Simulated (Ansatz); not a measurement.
Mulliken charges of `O[Si@@H]1N[C@H](F)O1` from B3LYP/def2-TZVPP in Ansatz (PBE0-D4/def2-TZVP geometry).

```json
{"atom": "O1", "x (Å)": "-1.057", "y (Å)": "-2.012", "z (Å)": "-0.016", "charge (e)": "-0.376"}
{"atom": "Si2", "x (Å)": "0.055", "y (Å)": "-0.913", "z (Å)": "-0.448", "charge (e)": "0.666"}
{"atom": "N3", "x (Å)": "0.683", "y (Å)": "0.175", "z (Å)": "0.715", "charge (e)": "-0.365"}
{"atom": "C4", "x (Å)": "0.158", "y (Å)": "1.261", "z (Å)": "-0.046", "charge (e)": "0.352"}
{"atom": "F5", "x (Å)": "-0.750", "y (Å)": "2.008", "z (Å)": "0.656", "charge (e)": "-0.220"}
{"atom": "O6", "x (Å)": "-0.495", "y (Å)": "0.548", "z (Å)": "-1.064", "charge (e)": "-0.400"}
{"atom": "H7", "x (Å)": "-1.765", "y (Å)": "-1.720", "z (Å)": "0.562", "charge (e)": "0.201"}
{"atom": "H8", "x (Å)": "0.974", "y (Å)": "-1.657", "z (Å)": "-1.321", "charge (e)": "-0.084"}
{"atom": "H9", "x (Å)": "1.393", "y (Å)": "0.287", "z (Å)": "1.413", "charge (e)": "0.136"}
{"atom": "H10", "x (Å)": "0.887", "y (Å)": "1.972", "z (Å)": "-0.448", "charge (e)": "0.088"}
```

Q: By hand: the dipole of these point charges (1 e Å = 4.8032 D).

A: Σ q r = (0.434, -0.126, 0.088) e Å, of length 0.460 e Å = 2.21 D.

Q: How does the dipole of the full density compare? (Estimate.)

A: Computed: (0.373, -0.160, 0.265) e Å, 2.33 D; the point charges give 0.95 times that, at 23° from its direction.

Point charges leave out the atoms' own dipoles, such as those of lone pairs, and Mulliken's split depends on the basis, so the two needn't agree.

B3LYP here is the variant with VWN-RPA as its local correlation; programs differ in this.
